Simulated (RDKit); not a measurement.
A run for RDKit: UFF on C2H7Cl (a complex), monomers drawn apart or pushed together.

```python
from rdkit import Chem
from rdkit.Chem import AllChem, rdDetermineBonds

blocks = [
'''5

C     0.08600622    0.02345544   -0.02055014
H     1.15752366   -0.17339939    0.00099563
H    -0.19272529    0.62391864    0.84378367
H    -0.16274502    0.56100141   -0.93448626
H    -0.45702659   -0.92108159    0.00033043
''',
'''5

C     0.79971247   -0.86146361    3.15265624
Cl   -0.10233808    0.62743244    3.58906312
H     1.71511784   -0.56952805    2.64737078
H     1.02205268   -1.40439069    4.06622712
H     0.17609042   -1.45706916    2.49350264
''',
]
mol = None
for b in blocks:
    f = Chem.MolFromXYZBlock(b)
    rdDetermineBonds.DetermineBonds(f, charge=0)
    mol = f if mol is None else Chem.CombineMols(mol, f)
Chem.SanitizeMol(mol)
print(Chem.MolToSmiles(Chem.RemoveHs(mol)))
ff = AllChem.UFFGetMoleculeForceField(mol, vdwThresh=100.0, ignoreInterfragInteractions=False)
e = ff.CalcEnergy()
print(f'UFF energy {e:.6f} kcal/mol')
```

Program output:

```
C.CCl
UFF energy 1.128092 kcal/mol
```

The run finished.

Cost: roughly 0.04 core-seconds.
